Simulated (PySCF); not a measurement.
Si(H)(Cl)2(OMe) (CH4Cl2OSi), SMILES Cl[SiH](Cl)OC. Atoms are numbered in the order given.

```xyz
9

Si     0.1495    -0.0722     0.4978
Cl     0.2193     1.7852    -0.3885
Cl     1.6463    -1.2489    -0.2409
O     -1.2630    -0.8031     0.1161
C     -2.5533    -0.2457     0.0978
H      0.3464     0.1048     1.9530
H     -3.2166    -0.9272    -0.4534
H     -2.9521    -0.1235     1.1194
H     -2.5628     0.7366    -0.4038
```

Geometry: PBE0-D3(BJ)/def2-SVP. The values are those of a single conformer.

The numbers are results of PBE/def2-TZVP run with PySCF, not measurements.

Atomic charges (e):

| atom | Mulliken | IAO |
|---|---|---|
| Si1 | 0.51 | 1.11 |
| Cl2 | -0.21 | -0.31 |
| Cl3 | -0.18 | -0.28 |
| O4 | -0.26 | -0.61 |
| C5 | -0.21 | -0.22 |
| H6 | -0.02 | -0.14 |
| H7 | 0.13 | 0.16 |
| H8 | 0.12 | 0.14 |
| H9 | 0.12 | 0.14 |

Computed Mayer and Wiberg (Löwdin basis) orders of the bonds:
```
bond     Mayer  Wiberg
-------  -----  ------
Si1–Cl2   1.17    1.85
Si1–Cl3   1.23    1.90
Si1–O4    1.27    1.65
O4–C5     0.96    1.52
Si1–H6    0.91    0.92
C5–H7     0.96    0.94
C5–H8     0.97    0.94
C5–H9     0.96    0.93
```
